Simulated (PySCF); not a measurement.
Computed vibrations of [SmH3(H2O)]−

[SmH3(H2O)]− (singlet in the valence; each metal's 4f electrons, 6 of them, lie in its core potential, out of spins and levels). PySCF 2.14.0, RKS PBE0, Sm lcecp-0-SVP with ECP52, H def2-SVP, O def2-SVP; non-relativistic Hamiltonian with scalar-relativistic core potentials where named; density fitting; no spin-orbit coupling. Central differences of gradients.

```xyz
7

Sm    0.0820   -0.1821    0.1821
H     0.7341    2.0735    0.5410
H    -0.6923   -1.7561    1.7561
H     0.7341   -0.5410   -2.0735
O    -0.8033    1.5519   -1.5519
H    -0.1963    2.0755   -0.9654
H    -0.1963    0.9654   -2.0755
```

Run from Python with OMP_NUM_THREADS=2. Where DIIS fails, smearing, a level shift and second-order steps follow.
It took 44 s on 2 threads of Arm Neoverse V2 (shared host).

Task: What are the harmonic wavenumbers and infrared intensities?

Result: Modes are labelled in Cs; negative numbers are unstable modes, those under 60 cm⁻¹ near the noise; a finer grid moves soft modes by up to 10 cm⁻¹.
```csv
cm⁻¹,km/mol,symmetry
167,284.7,a'
174,2.3,a''
231,115.1,a'
330,403.1,a''
415,457.8,a'
537,979.3,a'
711,39.2,a''
801,46.4,a'
837,530.5,a''
950,1194.0,a'
1018,457.2,a''
1071,94.6,a'
1643,52.2,a'
3321,316.1,a'
3351,549.0,a''
```

Task: Is this a minimum?

Result: Yes. Ideal gas at 298.15 K and 1 bar: S = 331.9 J/(mol K), Cp = 87.5 J/(mol K), H − H(0 K) = 17.7 kJ/mol (rigid rotor, harmonic modes, spin degeneracy alone, that of the 4f electrons in the core included).

An lcecp potential fixes the number of 4f electrons, so in runs with it no electron can move into or out of that shell.
